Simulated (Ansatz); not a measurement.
Stepwise reaction of `Cl[SiH2]N[SiH2]Cl` with hydrogen fluoride, as a gas-phase model of exchange steps in deposition or etching. ΔE in kJ/mol.

Program: Ansatz. Geometries: PBE0-D4/def2-TZVP. ΔE: electronic, gas phase. CCSD(T)/CBS adds triple-zeta CCSD(T) − MP2 to the extrapolated MP2 energy (def2 sets, frozen cores). This one scheme is used for every species. DFT in def2-TZVPP. B3LYP here is the variant with VWN-RPA as its local correlation; programs differ in this. One conformer a species, not always the lowest.

```tsv
step	reaction	PBE-D4	B3LYP-D4	ωB97M-V	CCSD(T)/CBS
1	`Cl[SiH2]N[SiH2]Cl` + H–F → `F[SiH2]N[SiH2]Cl` + HCl	-36.0	-45.2	-44.2	-41.2
2	`F[SiH2]N[SiH2]Cl` + H–F → `F[SiH2]N[SiH2]F` + HCl	-36.0	-45.5	-44.6	-42.0
```

By hand: ΔE of the 2 steps together at CCSD(T)/CBS.

(-41.2) + (-42.0) = -83.2 kJ/mol, or -41.6 kJ/mol a step.

In ΔE the steps differ by no more than 0.8 kJ/mol. All are downhill at CCSD(T)/CBS. PBE-D4 differs from CCSD(T)/CBS by 5.2 to 6.0 kJ/mol a step. Only this route is followed, and other bonds may react first. Isolated molecules leave out the surface, adducts and barriers. Largest T1 diagnostic: 0.012.
